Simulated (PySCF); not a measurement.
PySCF 2.14 output of an unrestricted CAM-B3LYP calculation on a single atom or ion in aug-cc-pVTZ-DK, with the spin-free X2C one-electron Hamiltonian (Gaussian nucleus):

```
SCF conv_tol = 1e-09
number electrons alpha = 16  beta = 14
    T. Yanai, D. P. Tew, and N. C. Handy.,  Chem. Phys. Lett. 393, 51 (2004)
cycle= 1 E= -1943.25480253807  delta_E= -0.00422  |g|= 0.13  |ddm|= 1.18
cycle= 2 E= -1943.25631628328  delta_E= -0.00151  |g|= 0.0989  |ddm|= 1.13
cycle= 3 E= -1943.2584617997  delta_E= -0.00215  |g|= 0.000981  |ddm|= 0.433
cycle= 4 E= -1943.25846569772  delta_E= -3.9e-06  |g|= 0.000165  |ddm|= 0.0545
cycle= 5 E= -1943.25846578802  delta_E= -9.03e-08  |g|= 6.52e-06  |ddm|= 0.00914
cycle= 6 E= -1943.25846578822  delta_E= -1.94e-10  |g|= 1.46e-06  |ddm|= 0.000434
converged SCF energy = -1943.25846578822  <S^2> = 2.0001866  2S+1 = 3.0001244
```

The run itself started from symmetry-adapted Hartree-Fock orbitals and held the occupation by maximum overlap, on a logarithmic radial grid, so the iterations belong to that start.

Which element, charge and spin multiplicity is this?

Ga⁺ (gallium, charge +1), multiplicity 3; the state was [Ar] 3d10 4s1 5s1, high-spin 3S determinant (an excited configuration).

The outer electron is Rydberg-like, and this basis confines it to a smaller radius and binds it less than a complete one would.
